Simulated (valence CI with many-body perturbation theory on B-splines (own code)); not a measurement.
Level structure of Ba⁴¹⁺

Calculated by relativistic CI+MBPT: five valence electrons over a frozen Dirac-Fock core [Ne], radial functions for each j: 9 s, 9 p, 8 d, 6 f, 3 g, 1 h, with the one-electron correlation potential Σ1 (screened to all orders), the two-electron term Σ2, the three-electron term Σ3, Breit, model QED; selected single and double excitations, second order for the rest, scaled by the run's own slope (own B-spline code, finite nucleus).

The last digits are not significant, and no measured levels were compared; by estimate large intervals hold to a few tenths of a per cent, small ones and those within an open d or f shell to about a per cent. Among the levels kept, up to 1500 cm⁻¹ of a level comes from second order outside the variational space, and about a tenth of that is noise between levels of different J, which matters for small intervals.

Levels 1 to 40 of 40, with energies above the lowest level, (3s^2 3p1/2^2 3p3/2) J=3/2. "Leading %" is the weight of the configuration and term that name the level; weights of strongly mixed levels are sums over their largest components and can fall short, so below about 35 % the name and the second component can differ from the true leading terms, or belong to a minority configuration. In the jj column 3d3/2^4 stands for four electrons in 3d with j = 3/2.

| No. | Configuration | Term | J | E (cm⁻¹) | Leading % | Leading jj | g |
| --- | --- | --- | --- | --- | --- | --- | --- |
| 1 | 3s2 3p3 | 2P° | 3/2 | 0 | 44 | 3s^2 3p1/2^2 3p3/2 (98 %) | 1.389 |
| 2 | 3s2 3p3 | 4S° | 3/2 | 689480 | 53 | 3s^2 3p1/2 3p3/2^2 (98 %) | 1.440 |
| 3 | 3s2 3p3 | 2D° | 5/2 | 758530 | 98 | 3s^2 3p1/2 3p3/2^2 (98 %) | 1.193 |
| 4 | 3s2 3p3 | 2P° | 1/2 | 843740 | 98 | 3s^2 3p1/2 3p3/2^2 (98 %) | 0.656 |
| 5 | 3s2 3p2 3d | 4F | 3/2 | 1285400 | 37 | 3s^2 3p1/2^2 3d3/2 (96 %) | 0.784 |
| 6 | 3s 3p4 | 4P | 5/2 | 1481700 | 23 | 3s^2 3p1/2^2 3d5/2 (66 %) | 1.316 |
| 7 | 3s2 3p3 | 2P° | 3/2 | 1543000 | 53 | 3s^2 3p3/2^3 (97 %) | 1.287 |
| 8 | 3s 3p4 | 4P | 5/2 | 1641600 | 48 | 3s 3p1/2^2 3p3/2^2 (61 %) | 1.364 |
| 9 | 3s 3p4 | 2S | 1/2 | 1773000 | 48 | 3s 3p1/2^2 3p3/2^2 (83 %) | 2.183 |
| 10 | 3s 3p4 | 2D | 3/2 | 1779200 | 28 | 3s 3p1/2^2 3p3/2^2 (70 %) | 1.154 |
| 11 | 3s2 3p2 3d | 2F | 5/2 | 1970100 | 48 | 3s^2 3p1/2 3p3/2 3d3/2 (97 %) | 0.959 |
| 12 | 3s2 3p2 3d | 4F | 3/2 | 1979200 | 31 | 3s^2 3p1/2 3p3/2 3d3/2 (92 %) | 0.928 |
| 13 | 3s2 3p2 3d | 4D | 1/2 | 1983500 | 78 | 3s^2 3p1/2 3p3/2 3d3/2 (97 %) | 0.219 |
| 14 | 3s2 3p2 3d | 2G | 7/2 | 2036700 | 41 | 3s^2 3p1/2 3p3/2 3d3/2 (92 %) | 1.064 |
| 15 | 3s2 3p2 3d | 4D | 7/2 | 2146700 | 46 | 3s^2 3p1/2 3p3/2 3d5/2 (98 %) | 1.306 |
| 16 | 3s2 3p2 3d | 2P | 3/2 | 2151500 | 33 | 3s^2 3p1/2 3p3/2 3d5/2 (73 %) | 1.445 |
| 17 | 3s2 3p2 3d | 2F | 5/2 | 2186200 | 29 | 3s^2 3p1/2 3p3/2 3d5/2 (66 %) | 1.170 |
| 18 | 3s2 3p2 3d | 2D | 5/2 | 2211400 | 42 | 3s^2 3p1/2 3p3/2 3d3/2 (54 %) | 1.255 |
| 19 | 3s2 3p2 3d | 2G | 9/2 | 2219200 | 55 | 3s^2 3p1/2 3p3/2 3d5/2 (98 %) | 1.202 |
| 20 | 3s2 3p2 3d | 4P | 3/2 | 2242200 | 24 | 3s^2 3p1/2 3p3/2 3d3/2 (76 %) | 1.243 |
| 21 | 3s2 3p2 3d | 2P | 1/2 | 2243400 | 40 | 3s^2 3p1/2 3p3/2 3d3/2 (84 %) | 1.637 |
| 22 | 3s2 3p2 3d | 2F | 7/2 | 2352600 | 45 | 3s^2 3p1/2 3p3/2 3d5/2 (86 %) | 1.091 |
| 23 | 3s2 3p2 3d | 2D | 5/2 | 2369800 | 35 | 3s^2 3p1/2 3p3/2 3d5/2 (73 %) | 1.184 |
| 24 | 3s2 3p2 3d | 2D | 3/2 | 2378300 | 43 | 3s^2 3p1/2 3p3/2 3d5/2 (62 %) | 1.073 |
| 25 | 3s2 3p2 3d | 2S | 1/2 | 2395000 | 34 | 3s^2 3p1/2 3p3/2 3d5/2 (74 %) | 1.390 |
| 26 | 3s 3p4 | 4P | 3/2 | 2450700 | 26 | 3s^2 3p1/2 3p3/2 3d5/2 (47 %) | 1.191 |
| 27 | 3s 3p4 | 2D | 5/2 | 2510300 | 55 | 3s 3p1/2 3p3/2^3 (62 %) | 1.265 |
| 28 | 3s 3p4 | 2P | 3/2 | 2626700 | 45 | 3s 3p1/2 3p3/2^3 (71 %) | 1.165 |
| 29 | 3s 3p4 | 2P | 1/2 | 2631600 | 34 | 3s 3p1/2 3p3/2^3 (56 %) | 1.266 |
| 30 | 3s 3p3 3d | 6D° | 5/2 | 2852300 | 29 | 3s 3p1/2^2 3p3/2 3d3/2 (89 %) | 1.320 |
| 31 | 3s 3p3 3d | 6D° | 3/2 | 2864100 | 36 | 3s 3p1/2^2 3p3/2 3d3/2 (90 %) | 1.370 |
| 32 | 3s 3p3 3d | 6D° | 1/2 | 2870000 | 44 | 3s 3p1/2^2 3p3/2 3d3/2 (90 %) | 2.640 |
| 33 | 3s 3p3 3d | 6D° | 7/2 | 2892300 | 31 | 3s 3p1/2^2 3p3/2 3d3/2 (75 %) | 1.345 |
| 34 | 3s2 3p2 3d | 2F | 7/2 | 2913200 | 43 | 3s^2 3p3/2^2 3d5/2 (62 %) | 1.255 |
| 35 | 3s2 3p2 3d | 2D | 5/2 | 2914400 | 33 | 3s^2 3p3/2^2 3d3/2 (79 %) | 1.192 |
| 36 | 3s2 3p2 3d | 2P | 1/2 | 2921500 | 44 | 3s^2 3p3/2^2 3d3/2 (67 %) | 1.271 |
| 37 | 3s2 3p2 3d | 2D | 3/2 | 2923400 | 26 | 3s^2 3p3/2^2 3d3/2 (77 %) | 1.177 |
| 38 | 3s2 3p2 3d | 4F | 9/2 | 2945200 | 55 | 3s^2 3p3/2^2 3d5/2 (97 %) | 1.229 |
| 39 | 3s2 3p2 3d | 2F | 7/2 | 2945900 | 65 | 3s^2 3p3/2^2 3d3/2 (58 %) | 1.092 |
| 40 | 3s2 3p2 3d | 2S | 1/2 | 2958200 | 38 | 3s^2 3p3/2^2 3d5/2 (70 %) | 1.635 |

The ionisation energy to 3s2 3p2 3P_0 of the next ion comes out as 3084.1 eV (NIST: 3081 ± 4 eV (theoretical)). All 40 levels together are meant to be complete up to 2978700 cm⁻¹.
